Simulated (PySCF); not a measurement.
## Working out the ionisation energy of V

V [Ar] 3d3 4s2 (4F) → V⁺ [Ar] 3d4 (5D). Computed with PySCF 2.14 in pcseg-2 (6s4p3d2f1g, 56 functions), with no relativity, point nucleus. Frozen: [Ar]. Energies in hartree (1 hartree = 27.21139 eV):

```
             part    V (lower)   V⁺ (upper)
              UHF  -942.873982  -942.653804
MP2 opposite-spin    -0.029762     0.000000
    MP2 same-spin    -0.024434    -0.042663
```

What does Hartree-Fock give?

(-942.653804) − (-942.873982) = 0.220178 hartree = 5.991 eV.

What do MP2 and SCS-MP2 (6/5 opposite-spin, 1/3 same-spin) give?

The opposite-spin parts differ by 0.810 eV and the same-spin parts by -0.496 eV. MP2: 5.991 + (0.810) + (-0.496) = 6.305 eV. SCS-MP2: 5.991 + 1.2 × (0.810) + (-0.496)/3 = 6.798 eV.

Measured between the centres of the two terms (NIST): 6.732 eV, so MP2 (valence) is off by -0.427 eV.

The calculation is non-relativistic.

What remains against the reference includes basis incompleteness, the frozen core and correlation beyond second order.
